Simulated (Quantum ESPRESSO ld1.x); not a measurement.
Results of a calculation; reference values are marked as such.
Task: The mean radii <r> (bohr) of the occupied orbitals of an atom or ion are listed with their occupations. Code: ld1.x of Quantum ESPRESSO 7.5. Model: scalar-relativistic Kohn-Sham, LDA (Slater exchange, Perdew-Zunger correlation), spin-polarised, spherical densities, point nucleus.

orbital  occ.      <r>
1s down     1  0.03711
1s up       1  0.03711
2s up       1   0.1628
2s down     1   0.1628
2p up       3   0.1418
2p down     3   0.1418
3s up       1   0.4594
3s down     1   0.4594
3p up       3   0.4628
3p down     3   0.4627
3d up       5   0.4528
3d down     5   0.4527
4s up       1    1.206
4s down     1    1.205
4p up       3    1.355
4p down     3    1.353
4d up       1    2.010
5s up       1    3.260
5s down     1    3.302
4f up       1    16.30

Name the element and its charge. Open shells, if any, are filled with parallel spins first.

Result: Z = 40, zirconium, charge 0: Zr in [Kr] 4d1 5s2 4f1. The 1s radius gives Z: for a bare nucleus <r> = (2 gamma + 1)/(2Z) with gamma = sqrt(1 - (Z/c)^2), 0.03641 bohr for Z = 40, and screening makes it slightly larger (0.03711 here). The occupations add up to 40, and the charge is Z minus that.
